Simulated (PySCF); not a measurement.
Magnetic susceptibility: `InChI=1S/C9H14/c1-2-9-6-4-3-5-8(9)7-9/h2,8H,1,3-7H2/t8-,9+/m1/s1`

Geometry (Å), atoms numbered from 1 in this order:
```xyz
23

C    -2.9341    0.6026    0.6296
C    -2.1325   -0.2986    0.0858
C    -0.7359   -0.0955   -0.3523
C    -0.1151    1.2423    0.0004
C     1.4056    1.2484   -0.1239
C     1.9903    0.0681    0.6416
C     1.6220   -1.2433   -0.0497
C     0.1441   -1.3289   -0.3803
C    -0.3698   -0.7539   -1.6634
H    -2.6328    1.6183    0.8159
H    -3.9435    0.3535    0.9098
H    -2.5100   -1.2996   -0.0866
H    -0.5470    2.0239   -0.6308
H    -0.3723    1.4709    1.0380
H     1.7913    2.1876    0.2783
H     1.7073    1.1905   -1.1713
H     3.0769    0.1544    0.7027
H     1.5945    0.0712    1.6597
H     1.8970   -2.0808    0.5941
H     2.2046   -1.3338   -0.9712
H    -0.3280   -2.2470   -0.0497
H     0.3270   -0.2405   -2.3077
H    -1.1442   -1.2828   -2.1996
```

Method: GIAO B97-2/pcSseg-1 magnetisability, rotational g tensor and spin-rotation constants, non-relativistic, gas phase (PySCF 2.14.0). Geometry: GFN2-xTB.

Problem. What are the magnetisability and the molar susceptibility?

Solution. Isotropic -1590 × 10⁻³⁰ J/T², or -95.8 × 10⁻⁶ cm³/mol; principal values -1695, -1600, -1475 × 10⁻³⁰ J/T², anisotropy 191 × 10⁻³⁰ J/T² (root of half the summed squared differences of the principal values). The susceptibility is in cgs units.

Problem. Split it along the inertial axes a, b, c into diamagnetic and paramagnetic parts about the centre of mass, with the quadrupole moment.

Solution. 
| axis | χ (10⁻⁶ cm³/mol) | diamagnetic (10⁻⁶ cm³/mol) | paramagnetic (10⁻⁶ cm³/mol) | summed x² of all electrons (Å²) | quadrupole Θ (D Å) |
| --- | --- | --- | --- | --- | --- |
| a | -98.5 | -586.4 | 487.9 | 204.4 | -0.58 |
| b | -90.8 | -1062.3 | 971.5 | 92.3 | +2.13 |
| c | -98.0 | -1258.7 | 1160.7 | 46.0 | -1.55 |

Anisotropies 2χaa − χbb − χcc = -8.3 and 2χbb − χaa − χcc = +15.0 × 10⁻⁶ cm³/mol. Θ is traceless in Buckingham's convention.

Problem. And the rotational g tensor?

Solution. 
| axis | rotational constant (GHz) | g | nuclear part | electronic part |
| --- | --- | --- | --- | --- |
| a | 2.7929 | -0.0021 | 0.6380 | -0.6402 |
| b | 1.3354 | -0.0069 | 0.6026 | -0.6095 |
| c | 1.1045 | -0.0008 | 0.6015 | -0.6023 |

Asymmetric top; isotopes 12C, 1H; no vibrational averaging.
